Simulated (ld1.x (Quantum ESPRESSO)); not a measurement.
**Before and after: PAW potential for Fe**

iron (Fe), PAW, made with ld1.x (Quantum ESPRESSO) 7.5 (LDA (PZ), scalar-relativistic). Core [Ar], reference 3d6 4s2 4p0. Waves: 4s (bound): rcut 2.05, rcutus 2.60 bohr; 4s channel at 0.15 Ry: rcut 2.05, rcutus 2.60 bohr; 4p (bound, empty): rcut 2.40, rcutus 3.00 bohr; 4p channel at 2.15 Ry: rcut 2.40, rcutus 3.00 bohr; 3d (bound): rcut 1.40, rcutus 1.65 bohr; 3d channel at 3.55 Ry: rcut 1.40, rcutus 1.65 bohr. Local part: all-electron potential smoothed inside 1.95 bohr (lloc = -1). Core correction: Bessel-smoothed model core, default radius (core density twice the valence density). Augmentation charge: PSQ, radius 1.15 bohr.

Change: waves 3d (bound): rcut 0.98, rcutus 1.04 bohr; 3d channel at 3.55 Ry: rcut 0.98, rcutus 1.04 bohr.

Cutoffs: the cutoffs (Ry, on a coarse ladder) from which the occupation-weighted sum of valence levels, in a spherical-Bessel basis at the reference potential, stays within 10 and 1 mRy of its value at 400 Ry; they do not see the model core or the augmentation charge, which bear on the density cutoff. Errors are all-electron minus pseudo energies relative to the spin-unpolarised reference configuration.

Question: Predict the effect on cutoff, ghosts and configuration errors.

Answer: The potential gets harder (40 Ry and 70 Ry → 100 Ry and 180 Ry); of the 9 tests that both files solve, the error grows in 0 and shrinks in 2 by more than 15 % and 0.3 meV (median size 15.4 → 14.9 meV); neither file shows a bound ghost. A smaller radius makes the pseudo-wave follow the all-electron one further in, where it bends more sharply, so more plane waves are needed.

| quantity | base | changed |
| --- | --- | --- |
| cutoff, loose | 40 Ry | 100 Ry |
| cutoff, tight | 70 Ry | 180 Ry |
| loose cutoff by channel (10 mRy a level) | s 6 Ry, d 35 Ry | s 6 Ry, d 90 Ry |
| bound ghosts | none | none |
| error for 3d6 4s1 4p0, meV [ΔE 8.98 eV] | -2.3 | -1.9 |
| error for 3d6 4s0 4p0, meV [ΔE 25.47 eV] | -12 | -9.5 |
| error for 3d5 4s0 4p0, meV [ΔE 60.00 eV] | -288 | -287 |
| error for 3d6 4s0 4p2, meV [ΔE 8.61 eV] | -1.0 | -1.0 |
| error for 3d5 4s2 4p1, meV [ΔE 8.86 eV] | -135 | -134 |
| error for 3d6 4s1.5 4p0, meV [ΔE 3.60 eV] | -0.7 | -0.6 |
| error for 3d5 4s2 4p0, meV [ΔE 14.48 eV] | -129 | -125 |
| error for 3d6 4s2 4p0 (spin-polarised), meV [ΔE -3.39 eV] | -16 | -16 |
| error for 3d6 4s1 4p0 (spin-polarised), meV [ΔE 4.81 eV] | -15 | -15 |
| s: phases at 3.23 bohr within 0.05 rad from the reference energy up to (Ry; the scan ends near 5) | 2.0 | 2.0 |
| p: phases at 3.23 bohr within 0.05 rad from the reference energy up to (Ry; the scan ends near 5) | 3.1 | 3.1 |
| d: phases at 3.23 bohr within 0.05 rad from the reference energy up to (Ry; the scan ends near 5) | to the end of the scan | to the end of the scan |
| lowest overlap eigenvalue by channel | s 0.35, p 0.59, d 0.88 | s 0.35, p 0.59, d 1.00 |
